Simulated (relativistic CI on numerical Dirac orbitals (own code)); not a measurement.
Spin-allowed bands of a d3 ion in a tetrahedral site, by hand

Problem. Take Δ = 4700 cm⁻¹ and B = 690 cm⁻¹ for a d3 ion in a tetrahedral site. Calculate the three spin-allowed bands.

Working.
1. The terms of highest spin are 4F (energy 0) and 4P (15B = 10350 cm⁻¹). Here the F term splits into A2 at +1.2Δ = 5640, T2 at +0.2Δ = 940 and T1 at −0.6Δ = -2820 cm⁻¹.
2. The two T1 states mix through the element 0.4Δ: H = [[-2820, 1880], [1880, 10350]], with roots ½(H₁₁ + H₂₂) ∓ ½√[(H₂₂ − H₁₁)² + 4H₁₂²] = ½(7530) ∓ ½(13696) = -3083 and 10613 cm⁻¹.
3. The ground term is 4T1 at -3083 cm⁻¹.
4. Bands: 4T2 4023 cm⁻¹ (2486 nm), 4A2 8723 cm⁻¹ (1146 nm), 4T1(P) 13696 cm⁻¹ (730 nm).

Check. Exact diagonalisation of the whole d3 shell with these parameters gives 4T2 4023, 4A2 8723, 4T1 13696 cm⁻¹. The match is exact, since without spin-orbit coupling no other term has this spin. The ratio of the second band to the first, 2.168, depends on Δ/B = 6.8 alone, which is how a Tanabe-Sugano diagram is read.
